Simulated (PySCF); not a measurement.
GeH₃, SMILES [GeH3+], charge +1. Coordinates come from a B3LYP-D3(BJ)/def2-TZVPD optimisation.

Computed equilibrium geometry at B3LYP-D3(BJ)/def2-TZVPD (PySCF confirms it by a frequency run) as bond lengths and angles, and its point group:
point group D3h.
Atoms: Ge1 H2 H3 H4. Bonded distances (Å): Ge1–H2 1.524, Ge1–H3 1.524, Ge1–H4 1.524. Bond angles (°): H2–Ge1–H3 120.0, H2–Ge1–H4 120.0, H3–Ge1–H4 120.0.
Charge +1, spin multiplicity 1.
